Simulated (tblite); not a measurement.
CH9NP2Si.
Bonds: C1–N2, N2–Si3, Si3–P4, Si3–P5. Hydrogens: H6, H7, H8 on C1; H9 on N2; H10 on Si3; H11, H12 on P4; H13, H14 on P5.

Computed with GFN2-xTB (tblite), gas phase: L-BFGS steps from a force-field or distance-geometry start until the largest atomic force falls under 0.01 eV/Å.

Step 53: E = -446.8233 eV
```
atom  x, y, z in Å  |  force x, y, z in eV/Å
C1      2.2398   -0.2153    0.2545   -0.006  -0.019   0.013
N2      1.0619    0.3930   -0.3170    0.012   0.007   0.066
Si3    -0.4877    0.2616    0.4150   -0.037   0.037   0.011
P4     -1.0535   -1.8666    0.9873    0.001  -0.004  -0.076
P5     -1.8490    1.2382   -1.0976    0.001  -0.019   0.017
H6      2.2541   -1.3052    0.1285   -0.017   0.050   0.001
H7      2.2580    0.0024    1.3220    0.004  -0.026  -0.058
H8      3.1349    0.2025   -0.2083   -0.025  -0.013   0.046
H9      1.1110    0.4512   -1.3218   -0.007  -0.029  -0.076
H10    -0.3922    0.9953    1.6891    0.005  -0.005   0.034
H11    -1.3845   -2.2594   -0.3024    0.018   0.012   0.043
H12    -2.3780   -1.6004    1.2954    0.046   0.044  -0.012
H13    -1.5551    2.5259   -0.6922    0.010  -0.019  -0.004
H14    -2.9604    1.1763   -0.2793   -0.005  -0.016  -0.005
```

Step 54: E = -446.8247 eV
```
atom  x, y, z in Å  |  force x, y, z in eV/Å
C1      2.2375   -0.2224    0.2510   -0.022  -0.012   0.007
N2      1.0651    0.4050   -0.3114    0.009  -0.013   0.119
Si3    -0.4866    0.2680    0.4153   -0.043   0.036   0.003
P4     -1.0467   -1.8582    0.9939    0.060  -0.009  -0.027
P5     -1.8473    1.2357   -1.1040    0.019  -0.059  -0.007
H6      2.2473   -1.3081    0.0983   -0.010   0.029  -0.004
H7      2.2488   -0.0316    1.3220    0.008  -0.018  -0.005
H8      3.1374    0.2034   -0.1939   -0.018  -0.009   0.029
H9      1.1148    0.4699   -1.3139   -0.006  -0.014  -0.161
H10    -0.3943    1.0007    1.6891    0.001   0.008   0.045
H11    -1.3792   -2.2567   -0.2904   -0.003  -0.003  -0.007
H12    -2.3677   -1.5918    1.3069    0.005   0.048  -0.011
H13    -1.5630    2.5199   -0.6905    0.014   0.037   0.003
H14    -2.9667    1.1657   -0.2991   -0.014  -0.021   0.016
```

Problem. Estimate the geometry and energy of step 55. (The exact step hangs on the optimiser's Hessian estimate; all steps are aligned on step 54, rigid shifts and turns removed.)

Solution. E = -446.8250 eV, largest force 0.159 eV/Å
```
atom  x, y, z in Å  |  force x, y, z in eV/Å
C1      2.2339   -0.2387    0.2453   -0.011  -0.033   0.057
N2      1.0698    0.4219   -0.2990    0.042  -0.046  -0.014
Si3    -0.4867    0.2815    0.4179   -0.029   0.024   0.010
P4     -1.0326   -1.8445    1.0082    0.088   0.005   0.025
P5     -1.8410    1.2317   -1.1172   -0.002  -0.037   0.008
H6      2.2402   -1.3198    0.0397    0.001   0.158   0.021
H7      2.2356   -0.0992    1.3280    0.001  -0.035  -0.130
H8      3.1404    0.2083   -0.1702   -0.068  -0.063   0.055
H9      1.1216    0.5112   -1.3032   -0.008  -0.022  -0.015
H10    -0.4009    1.0216    1.6879   -0.012   0.008   0.050
H11    -1.3702   -2.2519   -0.2691   -0.022  -0.015  -0.054
H12    -2.3517   -1.5831    1.3307   -0.005   0.046  -0.016
H13    -1.5813    2.5169   -0.6896    0.007   0.033  -0.007
H14    -2.9777    1.1434   -0.3361    0.018  -0.025   0.009
```

The energy changes by -0.0003 eV. The first-order estimate −F·Δx gives -0.0019 eV and the mean of the old and new forces, exact on a quadratic surface, -0.0001 eV. The step makes an angle of 87° with the force vector and moves no atom by more than 0.069 Å.

The cost below is that of the whole relaxation. On Intel Xeon at 2.50 GHz, one thread, shared host, this took 2.3 s wall, 1.8 s CPU.
